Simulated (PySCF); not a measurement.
# W⁺: excitation energy

W⁺ [Xe] 4f14 5d4 6s1 (6D) → W⁺ [Xe] 4f14 5d3 6s1 6p1 (high-spin determinant), as a difference of total energies. All numbers are calculated (PySCF 2.14, the spin-free X2C one-electron Hamiltonian (Gaussian nucleus), in ANO-RCC-VTZP (8s7p5d3f2g1h, 104 functions)). Correlated levels: valence: [Xe] 4f14 frozen. The calculations carry no spin-orbit coupling.

```json
{"method": "UHF", "excitation energy (eV)": "4.840"}
{"method": "MP2 (valence)", "excitation energy (eV)": "5.209"}
{"method": "SCS-MP2 (valence)", "excitation energy (eV)": "4.963"}
{"method": "CCSD (valence)", "excitation energy (eV)": "5.186"}
{"method": "CCSD(T) (valence)", "excitation energy (eV)": "5.184"}
```

Problem. How much does correlation contribute at CCSD(T) (valence)?

Solution. 5.184 − (4.840) = 0.344 eV, measured against UHF.

A first-order spin-orbit estimate (lowest level to lowest level, LS coupling) adds -0.578 eV.

The basis was made for the ground configuration and has no added diffuse functions, so the excitation energy can come out too high.

The coupled-cluster amplitudes are large for the upper state (T1 above 0.03 or a double amplitude above 0.15), so a single reference is strained.

The determinant of the upper state mixes LS terms, which raises its energy above the lowest term, most at the Hartree-Fock and MP2 levels.
